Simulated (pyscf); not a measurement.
**H₃C–AlH–OH (SMILES [CH3][AlH][OH]), singlet**

Gas-phase minimum from PySCF at ωB97X-D3(BJ)/def2-SVP, one conformer. 

SMILES: [CH3][AlH][OH]
```xyz
8

C     -0.5509     0.9077    -0.3957
Al    -0.2009    -0.7415     0.5737
O      0.5307    -0.6166     2.1143
H     -1.6265     1.0193    -0.6185
H     -0.0286     0.9185    -1.3683
H     -0.2282     1.7945     0.1728
H     -0.5550    -2.1876     0.0175
H      0.7548    -1.3496     2.6911
```

Bonded distances (Å): C1–Al2 1.945, C1–H4 1.104, C1–H5 1.104, C1–H6 1.102, Al2–O3 1.710, Al2–H7 1.589, O3–H8 0.959. Bond angles (°): Al2–C1–H4 111.2, Al2–C1–H5 111.2, Al2–C1–H6 111.9, H4–C1–H5 106.4, H4–C1–H6 107.9, H5–C1–H6 107.9, C1–Al2–O3 117.7, C1–Al2–H7 123.9, O3–Al2–H7 118.5, Al2–O3–H8 125.9.

Properties at ωB97X-D3(BJ)/def2-SVP:

- Harmonic wavenumbers, unscaled = 52, 208, 366, 476, 517, 610, 680, 686, 757, 891, 1233, 1436, 1438, 1948, 3054, 3143, 3168, 3984 cm⁻¹
- Zero-point energy = 35.2 kcal/mol
- Rotational symmetry number = 1
- Entropy of this conformer at 298 K and 1 atm, rigid rotor and harmonic oscillator, modes under 100 cm⁻¹ raised to 100 = 298.6 J/(mol K)
- Dipole moment = 0.68 D

Single-point totals, which compare only within one level (frozen core for MP2 and CC):

```csv
level,total energy (hartree)
ωB97X-D3(BJ)/def2-TZVP,-358.94368
PBE/def2-TZVP,-358.59800
r²SCAN/def2-TZVP,-358.78856
B3LYP-D3(BJ)/def2-TZVP,-358.91833
PBE0-D3(BJ)/def2-TZVP,-358.63345
M06-2X/def2-TZVP,-358.80768
ωB97M-D3(BJ)/def2-TZVP,-358.94670
HF/def2-TZVPP,-357.67692
MP2/def2-TZVPP,-358.18433
CCSD/def2-TZVPP,-358.21126
CCSD(T)/def2-TZVPP,-358.22939
```

Soft torsions are taken as harmonic, which can shift the entropy by several J/(mol K). The CCSD(T) − MP2 part came from Ansatz, without density fitting, on the same reference.
